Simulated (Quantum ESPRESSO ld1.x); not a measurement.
Os IX, 68 electrons, occupied as [Xe] 4f14. Method: Dirac Kohn-Sham, LDA (Slater exchange, Perdew-Zunger correlation), spin-unpolarised, spherical densities, point nucleus; computed with ld1.x of Quantum ESPRESSO 7.5.

Spin-orbit splittings of the eigenvalues, e(l+1/2) - e(l-1/2), with zeta = 2 splitting/(2l+1) and mean radii in bohr:

shell  occ.  splitting (eV)  zeta (eV)  <r> j=l-1/2  <r> j=l+1/2
2p        6               ?          ?      0.06132      0.06951
3p        6           333.6      222.4       0.1835       0.1987
3d       10           72.34      28.93       0.1735       0.1781
4p        6           78.66      52.44       0.4356       0.4694
4d       10           14.59      5.834       0.4821       0.4934
4f       14           2.853     0.8151       0.5446       0.5519
5p        6           14.12      9.411        1.045        1.120

Estimate the 2p splitting.

Answer. 1530 eV (zeta = 1020 eV).
